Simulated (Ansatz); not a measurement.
In(PF3)Br3 (InPBr3F3). Total charge 0; singlet. Geometry B3LYP-D4/def2-SVP, basis def2-TZVP, Ansatz.

```
run  HOMO (eV)  LUMO (eV)
  A      -8.61      -2.99
  B      -8.13      -3.34
  C     -11.35      -0.88
  D      -9.94      -2.09
  E      -7.65      -3.62
  F      -7.30      -3.77
```

In the def2 sets In takes a core potential; there is no spin–orbit coupling. LC-ωPBE has ω = 0.4 bohr⁻¹.

Question: The runs used CAM-B3LYP, LC-ωPBE, PBE, PBE0, r2SCAN, r2SCANh. Estimate which is which.

Answer: A PBE0 (25 % exact exchange); B r2SCANh (10 % exact exchange); C LC-ωPBE (range-separated); D CAM-B3LYP (range-separated); E r2SCAN (0 % exact exchange); F PBE (0 % exact exchange). Exact exchange lowers occupied and raises empty levels; among semilocal functionals meta-GGAs tend to open the gap a little, and such runs are hard to tell apart. The gap grows from 3.53 eV (PBE) to 10.47 eV (LC-ωPBE).
